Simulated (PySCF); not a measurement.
WOBr₃, SMILES [Br][W]([Br])([Br])=[O] (connectivity only; charge and spin as stated), neutral, multiplicity 2.

Geometry: r2SCAN-D4/def2-SVP. The spin state was assumed, not searched. The def2 effective core potentials stand for the cores of W; spin–orbit coupling is left out.

Two levels are set side by side: PBE/def2-TZVP (PySCF) and r2SCAN/def2-TZVP (PySCF). Same geometry, gas phase. Differences are taken from unrounded values.

```
quantity                     r2SCAN
---------------------------  ------
α-spin orbital gap (eV)        0.97
β-spin orbital gap (eV)        3.60
dipole moment (D)              1.28
mean polarisability (bohr³)   106.9
```

Task: What does PBE give, and how far is it from r2SCAN? (The exact figures need the calculation; the answer reports its results.)

Result: 
```json
[
 {"quantity": "α-spin orbital gap (eV)", "PBE": "0.54", "PBE minus r2SCAN": "-0.43"},
 {"quantity": "β-spin orbital gap (eV)", "PBE": "3.23", "PBE minus r2SCAN": "-0.37"},
 {"quantity": "dipole moment (D)", "PBE": "1.24", "PBE minus r2SCAN": "-0.04"},
 {"quantity": "mean polarisability (bohr³)", "PBE": "109.9", "PBE minus r2SCAN": "3.0"}
]
```

Rough cost on one machine, each run with all the roots and properties that it gave: r2SCAN against PBE within a factor of 2.
